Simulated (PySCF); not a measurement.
C₃H₈O₂SSi.
Structure used (GFN2-xTB), in Å, numbered top down from 1:
```xyz
15
C3H8O2SSi angstrom
C     -2.7454   -0.1604    0.2657
O     -1.3488   -0.0030    0.1060
C     -0.7656   -0.6476   -0.8801
S     -1.5293   -1.6333   -1.9293
C      0.7244   -0.4244   -0.9668
O      1.1305    0.6225   -0.1612
Si     2.6210    1.0217    0.3448
H     -3.0231    0.4451    1.1248
H     -3.2718    0.1777   -0.6306
H     -2.9944   -1.2109    0.4376
H      0.9813   -0.2337   -2.0176
H      1.2194   -1.3643   -0.6805
H      3.2299   -0.0899    1.0824
H      3.4923    1.3424   -0.7893
H      2.2751    2.1660    1.1667
```

Computed, not measured: PBE0/def2-SVPD in PySCF (dipole) on a GFN2-xTB geometry, gas phase.

Masses are those of the commonest isotopes; rigid-rotor values at the optimised geometry. The values belong to one conformer with, in the numbering `[CH3:1][O:2][C:3](=[S:4])[CH2:5][O:6][SiH3:7]`, C1–O2–C3–S4 -1°, O2–C3–C5–O6 -12°, C3–C5–O6–Si7 164°.

What are A, B and C (GHz)?

Ia = 134.10, Ib = 600.17, Ic = 720.70 u·Å²; 505379 MHz·u·Å²/I gives 3769, 842.1 and 701.2 MHz, that is A = 3.7688, B = 0.8421, C = 0.7012 GHz.

What kind of rotor is it?

A near-prolate asymmetric top: κ = (2 × 842.1 − 3769 − 701.2)/(3769 − 701.2) = -0.91.

Is it planar, by Δ = Ic − Ia − Ib?

Not planar: Δ = Ic − Ia − Ib = -13.57 u·Å². For a rigid frame Δ = −2 Σ m c², so Σ m c² = 6.78 u·Å² lies off the ab plane: 6.02 from hydrogen and 0.77 from heavier atoms. The atom farthest from that plane is 1.46 Å away.

Where do the levels up to J = 3 lie, in MHz?

Above 0(0,0):
J = 1: 1(0,1) 1543, 1(1,1) 4470, 1(1,0) 4611
J = 2: 2(0,2) 4625, 2(1,2) 7416, 2(1,1) 7838, 2(2,1) 16618, 2(2,0) 16623
J = 3: 3(0,3) 9235, 3(1,3) 11831, 3(1,2) 12676, 3(2,2) 21248, 3(2,1) 21273, 3(3,1) 36237, 3(3,0) 36237

Which lines would a microwave search look for?

The dipole components are |μa| = 1.09 D, |μb| = 1.32 D, |μc| = 0.35 D. The squared components, which scale the intensities, stand as 0.69 : 1.00 : 0.07 (a : b : c). Some lines, for components of 0.1 D or more:

```tsv
type	branch	J(Ka,Kc)	MHz	lower level (cm⁻¹)
c	Q	4(1,4) ← 4(0,4)	2354	0.512
a	R	2(1,2) ← 1(1,1)	2946	0.149
b	R	4(0,4) ← 3(1,3)	3528	0.395
a	R	3(0,3) ← 2(0,2)	4610	0.154
c	R	1(1,0) ← 0(0,0)	4611	0.000
b	R	2(1,2) ← 1(0,1)	5872	0.051
c	R	2(2,1) ← 1(1,1)	12148	0.149
c	R	3(2,1) ← 2(1,1)	13435	0.261
c	R	3(2,2) ← 2(1,2)	13833	0.247
b	R	4(2,3) ← 3(1,2)	14741	0.423
c	R	4(2,2) ← 3(1,2)	14815	0.423
c	Q	4(3,2) ← 4(2,2)	14928	0.917
c	Q	3(3,1) ← 3(2,1)	14964	0.710
b	Q	3(3,1) ← 3(2,2)	14989	0.709
b	Q	4(3,2) ← 4(2,3)	15002	0.915
b	R	3(3,1) ← 2(2,0)	19614	0.554
b	R	3(3,0) ← 2(2,1)	19619	0.554
c	Q	4(4,1) ← 4(3,1)	20970	1.415
b	Q	4(4,0) ← 4(3,1)	20970	1.415
b	R	4(3,2) ← 3(2,1)	21147	0.710
```

Estimate the classical rotational partition function at 200 K, 298.15 K and 500 K.

Point group C1, symmetry number σ = 1; q = (√π/σ)·√((kT/h)³/(ABC)), k/h = 20836.6 MHz/K: 320000 at 200 K, 582000 at 298.15 K, 1260000 at 500 K.

Not checked by GFN2-xTB frequencies. Zero-point vibration and centrifugal distortion are left out. A rigid rotor knows nothing of internal rotation, which can split or shift real lines.
